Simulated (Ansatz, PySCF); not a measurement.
Reaction (SMILES): CO[SiH3] [methoxysilane] + O (H2O) → CO (CH4O) [methanol] + O[SiH3] [hydroxysilane]
Geometries: B3LYP-D3(BJ)/def2-TZVP minima from Ansatz (an electronic-structure program). Frequencies are from Ansatz or PySCF.

Wanted: bond separation energy (enthalpy at 298 K, with B3LYP-D3(BJ) rigid-rotor harmonic-oscillator terms), in eV. Cores are frozen in the correlated levels unless marked. No spin-orbit coupling. Non-relativistic. CBS(X,Y): correlation extrapolated as X^-3; Hartree-Fock from the larger set.

| level | program | bond separation energy (eV) |
|---|---|---|
| B3LYP/def2-TZVPD | Ansatz | 0.02 |
| PBE0/6-31G* | Ansatz | [?] |
| PBE0/def2-SVP | Ansatz | -0.02 |
| CAM-B3LYP/def2-TZVPD | Ansatz | 0.03 |
| CCSD(T)/CBS(cc-pV(T+d)Z,cc-pV(Q+d)Z) | Ansatz | [?] |

Task: Some entries are withheld; supply them.

Result: 
- PBE0/6-31G*, bond separation energy (eV): 0.00
- CCSD(T)/CBS(cc-pV(T+d)Z,cc-pV(Q+d)Z), bond separation energy (eV): 0.04
